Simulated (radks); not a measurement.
Problem. Ionisation of the gallium ion Ga2+, [Ar] 3d10 4s1, to [Ar] 3d10 as the strength of local exchange is varied. All-electron calculation, scalar-relativistic Kohn-Sham, Slater X-alpha exchange (alpha = 2/3 is LDA exchange), no correlation, spin-unpolarised, spherical densities, point nucleus. Program: a radial shooting solver on a logarithmic mesh with Libxc functionals.

alpha  E(Ga2+) (hartree)  exchange (hartree)  IE (eV)  -e of the level emptied (eV)  <r> of it (bohr)
0.667        -1937.47831           -69.43295   30.377                   25.237 (4s)             2.082
0.743        -1945.41300           -77.66614   31.158                   26.030 (4s)             2.056
0.969        -1969.20256          -102.53367   33.513                   28.446 (4s)             1.982
0.992        -1971.63988          -105.09659   33.756                   28.696 (4s)             1.975
x            -1932.58782           -64.37408   29.897                   24.751 (4s)             2.098

Which alpha was used in the last row?

Solution. alpha = 0.62. NIST Atomic Spectra Database: 30.726 eV (measured). The Delta-SCF value meets it near alpha = 0.70. Spin polarisation and multiplet splitting are left out, so open shells lie too high by an amount that depends on their filling.

Beside tabulated values, note that spin-unpolarised runs miss the spin-polarisation part of the exchange energy of open shells.
